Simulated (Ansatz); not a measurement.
`C=[CH][GaH][F]` + H–F → `[F][GaH][F]` + ethylene  (ligand exchange at a Ga–C bond)

Calculated with Ansatz (gas phase, PBE0-D4/def2-TZVP geometries, no zero-point term in ΔE). CBS: MP2 limit from def2 TZ/QZ plus the TZ coupled-cluster correction, frozen cores. This one scheme is used for every species. DFT in def2-TZVPP. For Ga outer-core shells are correlated without core-valence functions, which leaves a few kJ/mol of doubt a bond. Scalar relativity is left out up to krypton. Each species was taken in one conformer, which may not be the lowest.

```csv
level,ΔE (kJ/mol)
PBE-D4,-83.3
MP2/def2-TZVPP,-84.2
```

Task: What does CCSD(T)/CBS give? (Best estimate.)

Result: Ansatz gave: -79.8 kJ/mol. The listed levels differ from it by -3.5, -4.4 kJ/mol.

Largest T1 diagnostic among the species: 0.015.

At CCSD(T), def2-SVP lies −26.3 kJ/mol from the extrapolated value and def2-TZVPP −6.2 kJ/mol. Leaving LDA and LC-ωPBE aside and taking each functional with its dispersion term where it has one, the values, not all of them listed here, spread over 16.2 kJ/mol, from B97M-V to revPBE-D4. LDA lies +8.5 kJ/mol from PBE without D4. The D4 term adds +7.0 kJ/mol with B3LYP and +3.8 kJ/mol with PBE0; it sums over pairs of atoms, weighted by their polarisabilities, and B3LYP, whose exchange is more repulsive, gets the larger term.

B3LYP here is the variant with VWN-RPA as its local correlation; programs differ in this.
